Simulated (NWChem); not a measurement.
# CH4F2OSi; SMILES CO[SiH](F)F

```xyz
9

Si    -0.0072    -0.4858     0.3451
F      1.4998    -0.6793    -0.2351
F     -0.9368    -1.6606    -0.2651
O     -0.6418     0.9343    -0.1941
C     -0.0379     2.2133    -0.0753
H      0.0460    -0.6130     1.8249
H      0.9683     2.2385    -0.5477
H      0.0643     2.5272     0.9880
H     -0.6839     2.9519    -0.5899
```
Atoms are numbered in this order, from 1.

Program: NWChem. Pople sets run with spherical d functions. All runs use the structure optimised with PBE-D3(BJ)/def2-SVP. Ions are spin-unrestricted doublets at the neutral geometry; other ion states weren't tried.

Q: Order these by “−ε(HOMO) (eV)”, lowest first: Hartree-Fock/6-31G*; BHandHLYP/6-31G*; B3LYP/6-31G*.

A: B3LYP/6-31G* (8.47), BHandHLYP/6-31G* (10.37), Hartree-Fock/6-31G* (12.97)
